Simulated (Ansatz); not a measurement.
Program: Ansatz. Geometries: PBE0-D4/def2-TZVP. ΔE: electronic, gas phase. CBS: MP2 limit from def2 TZ/QZ plus the TZ coupled-cluster correction, frozen cores. Double bonds are as drawn, so ΔE can hold a change between cis and trans. DFT in def2-TZVPP. For Br outer-core shells are correlated without core-valence functions, which leaves a few kJ/mol of doubt a bond. Scalar relativity is left out up to krypton. Each species was taken in one conformer, which may not be the lowest.

Reaction (redistribution): `B/C=C/O[SiH3]` + `BCCBr` → `BCCB` + `[SiH3]O/C=C\Br`

```tsv
level	ΔE (eV)
PBE-D4	0.31
PBE0-D4	0.37
ωB97X-V	0.51
ωB97M-V	0.45
HF/def2-QZVPP	1.11
MP2/def2-QZVPP	0.38
SCS-MP2/def2-QZVPP	0.54
MP2/CBS(def2)	0.38
```

Question: What does CCSD(T)/CBS give? (An estimate is asked.)

Answer: Ansatz gave: +0.48 eV. The listed levels differ from it by -0.17, -0.11, 0.03, -0.03, 0.63, -0.10, 0.06, -0.10 eV.

Largest T1 diagnostic among the species: 0.013.

In def2-TZVPP, CCSD(T) changes the Hartree–Fock value by −0.64 eV (the triples alone add −0.09 eV) and MP2 by −0.74 eV. The D4 term adds −0.04 eV with B3LYP and −0.02 eV with PBE0; it sums over pairs of atoms, weighted by their polarisabilities, and B3LYP, whose exchange is more repulsive, gets the larger term.

B3LYP here is the variant with VWN-RPA as its local correlation; programs differ in this.
